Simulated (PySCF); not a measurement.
Cartesian coordinates (Å):
```xyz
5

I     -1.6617    -1.8467    -0.5189
Ge     0.0000     0.0000     0.0000
I     -1.1548     2.2526    -0.1813
I      1.9214    -0.1013    -1.6549
I      0.8951    -0.3046     2.3552
```
Charge 0, multiplicity 1.

### Question
Give the dipole moment, total energy and HOMO–LUMO gap at the level ωB97X-D3(BJ)/def2-TZVP // B3LYP-D3(BJ)/def2-SVP in PySCF 2.14.0.

### Answer

```yaml
dipole_moment: 0.00 D
total_energy: -88935.78 eV
HOMO–LUMO gap: 8.29 eV
```
